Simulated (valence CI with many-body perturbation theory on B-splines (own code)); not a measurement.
Energy levels of Ta⁶⁶⁺

Calculated by valence CI with perturbative core correlation (CI+MBPT): five valence electrons over a frozen Dirac-Fock core [He], radial functions for each j: 9 s, 9 p, 8 d, 6 f, 3 g, 1 h, with the one-electron correlation potential Σ1 (screened to all orders), the two-electron term Σ2, the three-electron term Σ3, Breit, model QED; selected single and double excitations, second order for the rest (own B-spline code, finite nucleus).

The last digits are not significant, and no measured levels were compared; by estimate large intervals hold to a few tenths of a per cent, small ones and those within an open d or f shell to about a per cent. Among the levels kept, up to 1200 cm⁻¹ of a level comes from second order outside the variational space, and about a tenth of that is noise between levels of different J, which matters for small intervals.

Levels 46 to 75 of 75, with energies above the lowest level, (2s^2 2p1/2^2 2p3/2) J=3/2. "Leading %" is the weight of the configuration and term that name the level; weights of strongly mixed levels are sums over their largest components and can fall short. In the jj column 3d3/2^4 stands for four electrons in 3d with j = 3/2. Lifetimes count E1, E2, E3, M1 and M2 decay at the calculated energies, and are blank where another channel may lead or the interval is too uncertain; long ones can be off by a factor of two.

| No. | Configuration | Term | J | E (eV) | Leading % | Second component | Lifetime | g | Leading jj |
| --- | --- | --- | --- | --- | --- | --- | --- | --- | --- |
| 46 | 2s2.2p2.3d | 4D | 1/2 | 10487 | 79 | 15 % 2s2.2p2.3d 2P | 4.06 fs | 0.245 | 2s^2 2p1/2 2p3/2 3d3/2 (100 %) |
| 47 | 2s2.2p2.3d | 2G | 7/2 | 10499 | 54 | 25 % 2s2.2p2.3d 2F | 34.5 fs | 1.001 | 2s^2 2p1/2 2p3/2 3d3/2 (99 %) |
| 48 | 2s2.2p2.3d | 2D | 5/2 | 10514 | 37 | 32 % 2s2.2p2.3d 2F | 598 as | 1.121 | 2s^2 2p1/2 2p3/2 3d3/2 (98 %) |
| 49 | 2s2.2p2.3d | 2D | 3/2 | 10520 | 46 | 17 % 2s2.2p2.3d 2P | 583 as | 1.099 | 2s^2 2p1/2 2p3/2 3d3/2 (98 %) |
| 50 | 2s2.2p2.3d | 2P | 1/2 | 10530 | 38 | 32 % 2s2.2p2.3d 4P | 544 as | 1.606 | 2s^2 2p1/2 2p3/2 3d3/2 (99 %) |
| 51 | 2s2.2p2.3d | 4D | 7/2 | 10576 | 46 | 38 % 2s2.2p2.3d 4F | 28.9 fs | 1.295 | 2s^2 2p1/2 2p3/2 3d5/2 (99 %) |
| 52 | 2s2.2p2.3d | 2P | 3/2 | 10595 | 40 | 26 % 2s2.2p2.3d 4P | 923 as | 1.316 | 2s^2 2p1/2 2p3/2 3d5/2 (99 %) |
| 53 | 2s2.2p2.3d | 2G | 9/2 | 10596 | 65 | 35 % 2s2.2p2.3d 4F | 6.54 ps | 1.165 | 2s^2 2p1/2 2p3/2 3d5/2 (100 %) |
| 54 | 2s2.2p2.3d | 2F | 5/2 | 10597 | 44 | 20 % 2s2.2p2.3d 4P | 717 as | 1.134 | 2s^2 2p1/2 2p3/2 3d5/2 (99 %) |
| 55 | 2s2.2p2.3d | 2D | 5/2 | 10613 | 59 | 26 % 2s2.2p2.3d 4P | 504 as | 1.244 | 2s^2 2p1/2 2p3/2 3d5/2 (98 %) |
| 56 | 2s2.2p2.3d | 2F | 7/2 | 10621 | 70 | 12 % 2s2.2p2.3d 4F | 450 as | 1.122 | 2s^2 2p1/2 2p3/2 3d5/2 (98 %) |
| 57 | 2s2.2p2.3d | 2D | 3/2 | 10628 | 57 | 29 % 2s2.2p2.3d 2P | 672 as | 0.960 | 2s^2 2p1/2 2p3/2 3d5/2 (99 %) |
| 58 | 2s2.2p2.3d | 2P | 1/2 | 10633 | 57 | 37 % 2s2.2p2.3d 2S | 638 as | 1.216 | 2s^2 2p1/2 2p3/2 3d5/2 (99 %) |
| 59 | 2s.2p3.3p | 4D | 7/2 | 10680 | 49 | 26 % 2s.2p3.3p 6P | 91.4 fs | 1.418 | 2s 2p1/2^2 2p3/2 3p3/2 (98 %) |
| 60 | 2s.2p3.3p | 2P | 3/2 | 10689 | 31 | 29 % 2s.2p3.3p 4P | 3.25 fs | 1.500 | 2s 2p1/2^2 2p3/2 3p3/2 (99 %) |
| 61 | 2s.2p3.3p | 4P | 5/2 | 10707 | 38 | 21 % 2s.2p3.3p 2D | 3.49 fs | 1.402 | 2s 2p1/2^2 2p3/2 3p3/2 (99 %) |
| 62 | 2s.2p3.3p | 2P | 1/2 | 10712 | 40 | 24 % 2s.2p3.3p 4P | 2.03 fs | 1.405 | 2s 2p1/2^2 2p3/2 3p3/2 (99 %) |
| 63 | 2s.2p3.3p | 2D | 5/2 | 10773 | 33 | 20 % 2s.2p3.3p 4P | 4.24 fs | 1.255 | 2s 2p1/2^2 2p3/2 3p3/2 (99 %) |
| 64 | 2s.2p3.3d | 4D° | 5/2 | 10779 | 30 | 18 % 2s.2p3.3d 6D° | 6.89 fs | 1.236 | 2s 2p1/2^2 2p3/2 3d3/2 (99 %) |
| 65 | 2s.2p3.3d | 4D° | 3/2 | 10784 | 29 | 23 % 2s.2p3.3d 6D° | 3.23 fs | 1.337 | 2s 2p1/2^2 2p3/2 3d3/2 (100 %) |
| 66 | 2s.2p3.3d | 2F° | 7/2 | 10788 | 24 | 23 % 2s.2p3.3d 4F° | 46.8 fs | 1.217 | 2s 2p1/2^2 2p3/2 3d3/2 (97 %) |
| 67 | 2s.2p3.3d | 4P° | 1/2 | 10789 | 46 | 26 % 2s.2p3.3d 6D° | 7.55 fs | 2.229 | 2s 2p1/2^2 2p3/2 3d3/2 (99 %) |
| 68 | 2s.2p3.3p | 2P | 3/2 | 10791 | 36 | 13 % 2s.2p3.3p 4D | 4.85 fs | 1.220 | 2s 2p1/2^2 2p3/2 3p3/2 (99 %) |
| 69 | 2s.2p3.3p | 4P | 1/2 | 10796 | 39 | 26 % 2s.2p3.3p 2P | 38.0 fs | 1.745 | 2s 2p1/2^2 2p3/2 3p3/2 (99 %) |
| 70 | 2s.2p3.3d | 2D° | 3/2 | 10864 | 35 | 17 % 2s.2p3.3d 4F° | 7.66 fs | 0.919 | 2s 2p1/2^2 2p3/2 3d3/2 (88 %) |
| 71 | 2s.2p3.3d | 2F° | 5/2 | 10871 | 37 | 21 % 2s.2p3.3d 4G° | 16.0 fs | 0.920 | 2s 2p1/2^2 2p3/2 3d3/2 (99 %) |
| 72 | 2s.2p3.3d | 4F° | 9/2 | 10872 | 51 | 26 % 2s.2p3.3d 6D° | 6.25 ps | 1.324 | 2s 2p1/2^2 2p3/2 3d5/2 (100 %) |
| 73 | 2s.2p3.3d | 4D° | 1/2 | 10880 | 48 | 30 % 2s.2p3.3d 2P° | 2.96 fs | 0.599 | 2s 2p1/2^2 2p3/2 3d3/2 (98 %) |
| 74 | 2s.2p3.3d | 4D° | 5/2 | 10897 | 30 | 18 % 2s.2p3.3d 2D° | 836 as | 1.321 | 2s 2p1/2^2 2p3/2 3d5/2 (99 %) |
| 75 | 2s.2p3.3d | 4D° | 7/2 | 10904 | 41 | 22 % 2s.2p3.3d 2F° | 527 as | 1.281 | 2s 2p1/2^2 2p3/2 3d5/2 (97 %) |
